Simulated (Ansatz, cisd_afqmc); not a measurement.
System: Se, charge 0, triplet.

Total energies in aug-cc-pVTZ-DK, 6 correlated electrons, 14 frozen orbitals. UHF or UKS for unpaired electrons; spin-orbit terms are left out. The -DK rows use spin-free X2C. The Monte Carlo rows (phaseless AFQMC, CISD trial, step 0.005/hartree) carry one-sigma bars that omit the constraint's bias. Outlying blocks are dropped, and bars are widened where a walk drifts. Over all cases where full CI ran beside it in this data, AFQMC minus full CI had a median of +0.1 mEh and passed +0.4 mEh in a tenth of the cases.

```csv
method,program,energy (Eh),minus CCSDTQ (mEh)
HF,Ansatz,-2428.08483,124.13
MP2,Ansatz,-2428.18573,23.22
CCSD,Ansatz,-2428.20437,4.58
CCSD(T),Ansatz,-2428.20821,0.74
CCSDT(Q),Ansatz,-2428.20895,0.01
CCSDTQ,Ansatz,-2428.20896,0.00
AFQMC/CISD,cisd_afqmc,-2428.2086 ± 0.0002,0.4 ± 0.2
```

Ansatz is a quantum-chemistry and plane-wave program.
